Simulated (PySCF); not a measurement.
## Spinor energies of Pt⁵⁸⁺ (platinum, charge +58)

Start: [Ar] 3d2; 3d3/2 filled at m_j = +1/2, +3/2. Calculated with PySCF 2.14 in an even-tempered Gaussian basis (15 s from 18 bohr⁻², ratio 2.8; 12 p from 23 bohr⁻², ratio 2.8; 8 d from 23 bohr⁻², ratio 2.8; 3 f from 71 bohr⁻², ratio 3): generalised Hartree-Fock with the X2C-1e Hamiltonian and a Gaussian nucleus; one run each with spin-orbit coupling (SO) switched off, then screened by Boettger's factors.

```json
{"spinor shell": "1s1/2", "electrons": "2", "ε, spin-free (eV)": "-83038.3", "ε, screened SO (eV)": "-83006.2", "weight of nominal j (screened SO)": "1.000", "rms radius, screened SO (bohr)": "0.0194"}
{"spinor shell": "2s1/2", "electrons": "2", "ε, spin-free (eV)": "-18083.1", "ε, screened SO (eV)": "-18071.2", "weight of nominal j (screened SO)": "1.000", "rms radius, screened SO (bohr)": "0.0775"}
{"spinor shell": "2p1/2", "electrons": "2", "ε, spin-free (eV)": "-16241.2", "ε, screened SO (eV)": "-17505.8", "weight of nominal j (screened SO)": "1.000", "rms radius, screened SO (bohr)": "0.0657"}
{"spinor shell": "2p3/2", "electrons": "4", "ε, spin-free (eV)": "-16241.2", "ε, screened SO (eV)": "-15735.1", "weight of nominal j (screened SO)": "1.000", "rms radius, screened SO (bohr)": "0.0732"}
{"spinor shell": "3s1/2", "electrons": "2", "ε, spin-free (eV)": "-6927.8", "ε, screened SO (eV)": "-6924.0", "weight of nominal j (screened SO)": "1.000", "rms radius, screened SO (bohr)": "0.191"}
{"spinor shell": "3p1/2", "electrons": "2", "ε, spin-free (eV)": "-6372.9", "ε, screened SO (eV)": "-6702.0", "weight of nominal j (screened SO)": "1.000", "rms radius, screened SO (bohr)": "0.181"}
{"spinor shell": "3p3/2", "electrons": "4", "ε, spin-free (eV)": "-6372.9", "ε, screened SO (eV)": "-6238.2", "weight of nominal j (screened SO)": "1.000", "rms radius, screened SO (bohr)": "0.195"}
{"spinor shell": "3d3/2", "electrons": "2", "ε, spin-free (eV)": "-5911.7", "ε, screened SO (eV)": "-5964.9", "weight of nominal j (screened SO)": "0.999", "rms radius, screened SO (bohr)": "0.166"}
```

```csv
quantity,spin-free,screened SO
E (hartree),-14994.18359,-15024.50909
M_J,2,2
⟨J²⟩,8.000,6.007
⟨L²⟩,12.000,10.109
⟨S²⟩,2.000,1.547
```

Each row is a mean over spinors that exchange with the open shell spreads, by up to 36.091 eV (3p1/2).

Breit and QED terms are absent; they matter most for the inner s and p1/2 levels.

Densities and radii are taken from the X2C orbitals without a picture-change correction, which distorts them close to the nucleus.

Without spin-orbit coupling the j labels of p, d and f shells carry no meaning; the spin-free column gives the mean over the occupied spinors of each nl shell, and its ⟨J²⟩ belongs to a mixture of degenerate components.
